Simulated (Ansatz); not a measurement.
Zn5O5H18⁻. The state is a doublet with charge -1. Geometry PBE-D4/def2-SVP, that of the neutral singlet; atoms count from 1.

Cartesian coordinates in Å:
```
Zn 2.8599 -0.6495 -1.6842
Zn 1.6672 3.6844 0.4203
Zn -0.2570 -1.6567 -0.0087
Zn -4.1749 -1.6572 2.2289
Zn 0.2763 -0.2248 -2.1420
O 1.3955 -0.5331 -0.2449
O 0.3330 2.0583 0.1939
O 3.3905 1.3482 -1.3423
O -1.4977 0.0494 0.5327
O -2.6059 -3.0196 2.1715
H 4.1136 -1.5757 -1.7732
H 1.6376 -0.5447 -3.0262
H 1.5126 4.3150 1.8352
H 2.3071 3.5393 -1.0452
H -0.4417 -2.8209 1.0493
H -0.6357 -1.6518 -1.6985
H -3.4465 -0.2741 1.8645
H -5.4648 -2.4509 2.5964
H -0.5437 1.1630 -1.9938
H 1.3693 0.3399 0.2055
H -0.3614 1.6243 0.7470
H 0.0676 1.7759 -0.7430
H 4.3237 1.5933 -1.4749
H 2.8902 2.2214 -1.2210
H -2.3321 -0.1499 1.1049
H -1.8423 0.3517 -0.3374
H -1.7274 -2.8859 1.6833
H -2.8131 -3.9694 2.1018
```

Single mean-field runs in def2-TZVP are fitted with def2-universal-jkfit. The highest occupied level of the charge -1 doublet lies above zero (up to 1.22 eV). Energy differences disagree on whether the electron is bound (positive means bound): -0.14 eV (vertical, against the charge 0 singlet, at PBE0-D4/def2-TZVP), but 0.24 eV at PBE-D4/def2-TZVP. In the doublet geometry the species has come apart into loosely held pieces.

(1) Estimate the Mulliken populations from the PBE0/def2-TZVP orbitals of Ansatz.

(2) Where does the spin sit?

(3) And the Mayer bond orders between heavy atoms (over 0.3)?

Answers

(1) 
```json
{"atom": "Zn1", "charge (e)": "0.30", "spin (α − β)": "0.07", "d electrons": "10.03"}
{"atom": "Zn2", "charge (e)": "0.00", "spin (α − β)": "0.28", "d electrons": "10.02"}
{"atom": "Zn3", "charge (e)": "0.31", "spin (α − β)": "0.10", "d electrons": "10.03"}
{"atom": "Zn4", "charge (e)": "-0.02", "spin (α − β)": "0.32", "d electrons": "10.02"}
{"atom": "Zn5", "charge (e)": "-0.02", "spin (α − β)": "0.28", "d electrons": "10.03"}
{"atom": "O6", "charge (e)": "-0.74", "spin (α − β)": "-0.03", "d electrons": "–"}
{"atom": "O7", "charge (e)": "-0.62", "spin (α − β)": "-0.02", "d electrons": "–"}
{"atom": "O8", "charge (e)": "-0.57", "spin (α − β)": "-0.02", "d electrons": "–"}
{"atom": "O9", "charge (e)": "-0.62", "spin (α − β)": "-0.02", "d electrons": "–"}
{"atom": "O10", "charge (e)": "-0.59", "spin (α − β)": "-0.01", "d electrons": "–"}
{"atom": "H11", "charge (e)": "-0.15", "spin (α − β)": "0.02", "d electrons": "–"}
{"atom": "H12", "charge (e)": "-0.08", "spin (α − β)": "-0.02", "d electrons": "–"}
{"atom": "H13", "charge (e)": "-0.12", "spin (α − β)": "-0.01", "d electrons": "–"}
{"atom": "H14", "charge (e)": "-0.16", "spin (α − β)": "-0.01", "d electrons": "–"}
{"atom": "H15", "charge (e)": "-0.18", "spin (α − β)": "0.02", "d electrons": "–"}
{"atom": "H16", "charge (e)": "-0.08", "spin (α − β)": "-0.01", "d electrons": "–"}
{"atom": "H17", "charge (e)": "-0.15", "spin (α − β)": "-0.02", "d electrons": "–"}
{"atom": "H18", "charge (e)": "-0.13", "spin (α − β)": "-0.01", "d electrons": "–"}
{"atom": "H19", "charge (e)": "-0.23", "spin (α − β)": "-0.02", "d electrons": "–"}
{"atom": "H20", "charge (e)": "0.39", "spin (α − β)": "-0.01", "d electrons": "–"}
{"atom": "H21", "charge (e)": "0.37", "spin (α − β)": "0.01", "d electrons": "–"}
{"atom": "H22", "charge (e)": "0.29", "spin (α − β)": "0.02", "d electrons": "–"}
{"atom": "H23", "charge (e)": "0.30", "spin (α − β)": "0.05", "d electrons": "–"}
{"atom": "H24", "charge (e)": "0.29", "spin (α − β)": "-0.01", "d electrons": "–"}
{"atom": "H25", "charge (e)": "0.26", "spin (α − β)": "0.01", "d electrons": "–"}
{"atom": "H26", "charge (e)": "0.34", "spin (α − β)": "0.02", "d electrons": "–"}
{"atom": "H27", "charge (e)": "0.29", "spin (α − β)": "0.01", "d electrons": "–"}
{"atom": "H28", "charge (e)": "0.34", "spin (α − β)": "0.00", "d electrons": "–"}
```
Mulliken values depend strongly on the basis.

(2) Summed by element: Zn 1.06, O -0.09, H 0.04, of 1 unpaired in all. Largest on single atoms: Zn4 0.32, Zn5 0.28, Zn2 0.28.

(3) Zn1–O6 0.33 (2.06 Å); Zn3–O6 0.36 (2.01 Å).
